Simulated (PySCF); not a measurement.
SMILES [F][Ge]([F])[F] (F3Ge), doublet (B3LYP/def2-SVP optimised geometry):

```
4

F      1.113    -0.834     0.000
Ge    -0.624    -0.834     0.000
F     -1.113    -1.493     1.532
F     -1.113     0.834     0.000
```

Computed with unrestricted B3LYP/def2-TZVP in PySCF.

Q: What are the frontier orbital energies (α orbitals alone; a β orbital can be the lowest empty one) and the dipole moment?

A: HOMO-2 -11.93 eV, HOMO-1 -11.73 eV, HOMO -8.55 eV, LUMO -0.06 eV, LUMO+1 -0.05 eV; dipole moment 2.20 D.

On the same geometry unrestricted PBE/def2-TZVP (PySCF) gives HOMO-2 -10.15 eV, HOMO-1 -9.92 eV, HOMO -7.34 eV, LUMO -0.64 eV, LUMO+1 -0.63 eV; dipole moment 1.95 D.

Meta-Löwdin charges at B3LYP/def2-TZVP: F1 -0.46, Ge2 1.37, F3 -0.46, F4 -0.46.
